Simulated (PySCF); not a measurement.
A PySCF script (with the pyscf-properties extension) for the NMR shieldings of `[C@H]1(F)[C@H](C[SiH2]C)CC(=O)[SiH2]1`, C6H13FOSi2, on a GFN2-xTB geometry:

```python
import basis_set_exchange as bse
import numpy as np
from pyscf import gto, dft
from pyscf.prop import nmr

atoms = """
C     2.665963   -1.204392    0.566400
Si    2.263007    0.621494    0.248019
C     0.596677    0.748381   -0.688072
C    -0.618266    1.042441    0.188062
C    -0.818441   -0.038667    1.250993
C    -1.273926   -1.304818    0.564194
O    -0.983397   -2.418459    0.926785
Si   -2.370836   -0.785089   -0.939943
C    -1.885034    1.058599   -0.677597
F    -2.912116    1.690129    0.024909
H     2.961603   -1.702020   -0.353532
H     3.487451   -1.307377    1.268561
H     1.818013   -1.751964    0.968726
H     3.307774    1.230292   -0.586054
H     2.172260    1.376319    1.505658
H     0.416038   -0.187184   -1.224951
H     0.669384    1.529787   -1.446456
H    -0.495631    2.018670    0.668557
H    -1.639349    0.259335    1.912095
H     0.068043   -0.203402    1.863165
H    -3.791741   -0.992615   -0.692611
H    -1.900517   -1.318581   -2.215256
H    -1.741712    1.666106   -1.575696
"""
names = dict.fromkeys(["C", "Si", "O", "F", "H"], "pcSseg-1")
basis = {el: gto.basis.parse(bse.get_basis(n, elements=[el], fmt="nwchem")) for el, n in names.items()}
mol = gto.M(atom=atoms, basis=basis, charge=0, verbose=0)
mf = dft.RKS(mol, xc="PBE0")
mf.grids.level = 2
mf.grids.alignment = dft.numint.BLKSIZE   # the property module wants whole blocks of grid points
mf.conv_tol = 1e-9
mf.kernel()

calc = nmr.RKS(mf)   # GIAO
C = mf.mo_coeff
Co = C[:, mf.mo_occ > 0]
resp = mf.gen_response(singlet=True, hermi=2)
def vind(x):   # induced exchange potential for any number of trial vectors
    d = np.einsum("pi,xij,qj->xpq", C, 2 * x.reshape(-1, C.shape[1], Co.shape[1]), Co, optimize=True)
    return np.einsum("xpq,pi,qj->xij", resp(d - d.transpose(0, 2, 1)), C, Co, optimize=True).ravel()
mo1, _ = nmr.rhf.solve_mo1(calc, with_cphf=vind)
sigma = calc.kernel(mo1)
for i, s in enumerate(sigma):   # ppm
    print("%2d %-2s %9.2f" % (i, mol.atom_pure_symbol(i), np.trace(s) / 3))
```

**Question.** What are the results?

**Answer.** 
```
 0 C     192.88
 1 Si    389.75
 2 C     172.31
 3 C     143.03
 4 C     132.18
 5 C     -67.50
 6 O    -544.82
 7 Si    424.20
 8 C      89.84
 9 F     402.61
10 H      31.66
11 H      31.65
12 H      31.33
13 H      27.51
14 H      27.58
15 H      31.84
16 H      30.87
17 H      28.98
18 H      28.88
19 H      29.39
20 H      27.65
21 H      27.67
22 H      26.39
```

These numbers come from an equivalent density-fitted implementation of the same equations, which agrees with the script to about 0.01 ppm for H and up to a few tenths of a ppm for heavy atoms, so last digits may differ.

**Question.** Turn these shieldings into chemical shifts. Referencing at the same level of theory: $^{13}$C (σref 186.93), $^{29}$Si (σref 349.16), $^{1}$H (σref 31.72) vs TMS; $^{17}$O (σref 336.08) against H2O; CFCl3 for $^{19}$F (σref 170.95).

**Answer.** Averaging equivalent atoms: C 5: 254.4; C 8: 97.1; C 4: 54.7; C 3: 43.9; C 2: 14.6; C 0: -6.0; Si 1: -40.6; Si 7: -75.0; O 6: 880.9; F 9: -231.7; H 22: 5.32; H 13: 4.21; H 14: 4.14; H 20: 4.07; H 21: 4.04; H 18: 2.84; H 17: 2.74; H 19: 2.33; H 16: 0.85; H 10/11/12: 0.17; H 15: -0.12 ppm. Unscaled 19F shifts against computed CFCl3 carry errors that often reach 10 to 50 ppm. Unscaled 17O shifts of doubly bonded oxygen tend to come out too high, by tens of ppm or more. Experimental scales use liquid or dissolved standards, which lie at an offset from isolated H2O (liquid H2O: subtract about 36 ppm).

Size and cost of the density-fitted run: 249 basis functions, 2.1 min wall time on 1 thread of an Arm Neoverse N1, shared host; peak memory 1.2 GiB.
